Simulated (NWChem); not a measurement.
Molecule: CrHSO2F; SMILES [O]=[Cr](=[O])([F])[SH]

```xyz
6

Cr     0.0747     0.3685     0.0091
O      0.8372     0.7298    -1.2681
O      0.9162     0.6764     1.2467
F     -1.4171     1.1701     0.0591
S     -0.1678    -1.7972     0.0446
H     -0.3821    -1.8682    -1.2916
```
Atoms are numbered in this order, from 1.

Computed with NWChem. Medium grid unless said otherwise, to which SCAN and Minnesota functionals are sensitive. Structure relaxed at the PBE0/def2-SVP level. Hybrids' shares of exact exchange are those that their runs print; pure functionals count as 0. The functionals differ in more than this share.

```
row                                   share of exact exchange  orbital gap (eV)
------------------------------------  -----------------------  ----------------
PBE/def2-SVP                                             0.00              2.39
LDA (Slater exchange, VWN5)/def2-SVP                     0.00              2.36
TPSSh/def2-SVP                                           0.10              3.18
B3LYP/def2-SVP                                           0.20              3.80
r2SCAN0/def2-SVP                                         0.25              4.34
M06-2X/def2-SVP                                          0.54          withheld
```

Fit a straight line of the last column on the one before it, predict the withheld value, and compare with the run.


1. Means of the 5 shown rows: x = 0.110, y = 3.214. Slope Σ(x − x̄)(y − ȳ)/Σ(x − x̄)² = 0.3953/0.05200 = 7.602; intercept 2.378.
2. The shown rows scatter about the line by 0.056 (root mean square); the largest residual is -0.10, at B3LYP/def2-SVP.
3. At x = 0.54 (M06-2X/def2-SVP; beyond the shown range) the line gives 6.48.
4. The run gives 6.45, -0.03 from the line, 0.5 times the scatter.
